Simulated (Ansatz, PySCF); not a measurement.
Ga(F)(Br)(NH2) (BrFGaH2N), SMILES [NH2][Ga]([F])[Br]. Atoms are numbered in the order given.

```xyz
6

Ga    -0.0306    -0.7470     0.0000
F     -1.6088    -1.5090     0.0000
Br     0.0497     1.5320     0.0000
N      1.4218    -1.8028     0.0000
H      2.3702    -1.4466     0.0000
H      1.3679    -2.8151     0.0000
```
Charge 0, spin multiplicity 1.

Coordinates come from a B3LYP-D3(BJ)/def2-SVP optimisation. The structure was generated by enumeration; whether it is a known compound was not checked. One conformer was computed; it need not be the lowest.

Vertical ionisation energy (IE) and electron affinity (EA) in eV. Rows of orbital energies are one-electron estimates. Where ΔSCF, EOM or ADC give a negative EA the extra electron is unbound and the value depends on the basis.

```json
[
 {"level": "−ε(HOMO), −ε(LUMO), B3LYP/def2-TZVP (PySCF)", "IE": "7.83", "EA": "1.62"},
 {"level": "−ε(HOMO), −ε(LUMO), PBE/def2-TZVP (PySCF)", "IE": "6.65", "EA": "2.21"},
 {"level": "ΔSCF, PBE0/def2-SVPD (Ansatz), final states of multiplicity 2 and 2", "IE": "10.33", "EA": "0.02"},
 {"level": "ΔSCF, PBE/def2-SVPD (Ansatz), final states of multiplicity 2 and 2", "IE": "10.02", "EA": "0.19"}
]
```

Q: What vertical singlet–triplet gap does ΔSCF give with PBE0/def2-SVPD (Ansatz, a program for electronic structure) and with PBE/def2-SVPD (Ansatz)? (The exact figures need the calculation; the answer reports its results.)

A: 5.04 and 4.62 eV (triplet above singlet where positive).
